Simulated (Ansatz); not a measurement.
Basis-set series for C$_{6}$H$_{15}$In, SMILES `[CH3][In]([CH3])[C](C)(C)C`. Total charge 0; spin multiplicity 1. In: def2 effective core potential. All single points use the PBE0-D4/def2-TZVP geometry.

```json
{"atom": "C1", "x (Å)": "-2.7435", "y (Å)": "0.3512", "z (Å)": "1.0164"}
{"atom": "In2", "x (Å)": "-1.0607", "y (Å)": "-0.5791", "z (Å)": "0.0183"}
{"atom": "C3", "x (Å)": "-1.2500", "y (Å)": "-2.4681", "z (Å)": "-1.0251"}
{"atom": "C4", "x (Å)": "0.8863", "y (Å)": "0.4535", "z (Å)": "0.0222"}
{"atom": "C5", "x (Å)": "1.0457", "y (Å)": "1.2774", "z (Å)": "1.2918"}
{"atom": "C6", "x (Å)": "0.9132", "y (Å)": "1.3805", "z (Å)": "-1.1883"}
{"atom": "C7", "x (Å)": "2.0221", "y (Å)": "-0.5533", "z (Å)": "-0.0877"}
{"atom": "H8", "x (Å)": "-3.6431", "y (Å)": "-0.2616", "z (Å)": "0.9501"}
{"atom": "H9", "x (Å)": "-2.9507", "y (Å)": "1.3260", "z (Å)": "0.5678"}
{"atom": "H10", "x (Å)": "-2.5086", "y (Å)": "0.5195", "z (Å)": "2.0702"}
{"atom": "H11", "x (Å)": "-0.5412", "y (Å)": "-3.1938", "z (Å)": "-0.6191"}
{"atom": "H12", "x (Å)": "-2.2578", "y (Å)": "-2.8768", "z (Å)": "-0.9432"}
{"atom": "H13", "x (Å)": "-1.0117", "y (Å)": "-2.3351", "z (Å)": "-2.0834"}
{"atom": "H14", "x (Å)": "1.0536", "y (Å)": "0.6542", "z (Å)": "2.1916"}
{"atom": "H15", "x (Å)": "1.9983", "y (Å)": "1.8294", "z (Å)": "1.2754"}
{"atom": "H16", "x (Å)": "0.2460", "y (Å)": "2.0149", "z (Å)": "1.4082"}
{"atom": "H17", "x (Å)": "1.8699", "y (Å)": "1.9242", "z (Å)": "-1.2317"}
{"atom": "H18", "x (Å)": "0.1212", "y (Å)": "2.1357", "z (Å)": "-1.1523"}
{"atom": "H19", "x (Å)": "0.8159", "y (Å)": "0.8352", "z (Å)": "-2.1329"}
{"atom": "H20", "x (Å)": "2.9929", "y (Å)": "-0.0354", "z (Å)": "-0.1295"}
{"atom": "H21", "x (Å)": "1.9433", "y (Å)": "-1.1672", "z (Å)": "-0.9897"}
{"atom": "H22", "x (Å)": "2.0587", "y (Å)": "-1.2313", "z (Å)": "0.7707"}
```

```json
{"functional": "PBE0-D4", "basis": "def2-SVP", "functions": "185", "energy (Eh)": "-427.31990", "HOMO (eV)": "-6.11", "LUMO (eV)": "-0.82"}
{"functional": "PBE0-D4", "basis": "def2-QZVPP", "functions": "874", "energy (Eh)": "-427.60463", "HOMO (eV)": "-6.16", "LUMO (eV)": "-0.92"}
{"functional": "ωB97M-V", "basis": "def2-SVP", "functions": "185", "energy (Eh)": "-427.38410", "HOMO (eV)": "-8.21", "LUMO (eV)": "0.66"}
{"functional": "ωB97M-V", "basis": "def2-QZVPP", "functions": "874", "energy (Eh)": "-427.68699", "HOMO (eV)": "-8.27", "LUMO (eV)": "0.35"}
```

Q: Give the rows for def2-TZVPP. (An estimate is asked.)

A: Computed: 
| functional | basis | functions | energy (Eh) | HOMO (eV) | LUMO (eV) |
| --- | --- | --- | --- | --- | --- |
| PBE0-D4 | def2-TZVPP | 446 | -427.58907 | -6.15 | -0.91 |
| ωB97M-V | def2-TZVPP | 446 | -427.67150 | -8.26 | 0.43 |

Positive LUMOs are unbound and depend on the basis.
